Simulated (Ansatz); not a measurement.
# A geometry optimisation of Br2F2Si with PBE0-D4/def2-SVP

The starting geometry of this gas-phase triplet was optimised with GFN2-xTB as a singlet; its bonds are those of `F[Si](F)(Br)Br`.

```xyz
5

Br   -1.3402   -0.5070   -1.5658
Br    0.5826    2.0166    0.1824
F     1.3424   -0.9543   -0.1174
F    -0.5746   -0.5562    1.4167
Si    0.0396   -0.0729    0.0426
```

Task: Where would you expect an optimisation with PBE0-D4/def2-SVP to take it?

Result: It falls apart into BrF2Si + Br. Contacts that open: Br2–Si5 (2.16 → 3.36 Å).

The energy falls by 2.61 eV over 22 steps:

```tsv
step	E − E(last) (eV)
1	2.615
3	0.738
6	0.508
8	0.444
10	0.146
13	0.011
15	0.001
17	0.000
20	0.000
22	0.000
```

Final geometry (Å):

```tsv
atom	x (Å)	y (Å)	z (Å)
Br	-1.6519	-1.3114	-1.5089
Br	0.9590	2.5116	1.2882
F	1.3000	-1.0397	-0.4646
F	-0.4936	-0.0589	1.1027
Si	-0.0636	-0.1754	-0.4588
```

No frequencies were run, so the end isn't proven a minimum. Open shells are spin-unrestricted. The triplet needn't be the ground state. Run with Ansatz 0.2.0, 4.3 min on 2 threads of Arm Neoverse V1, with other jobs on the host.
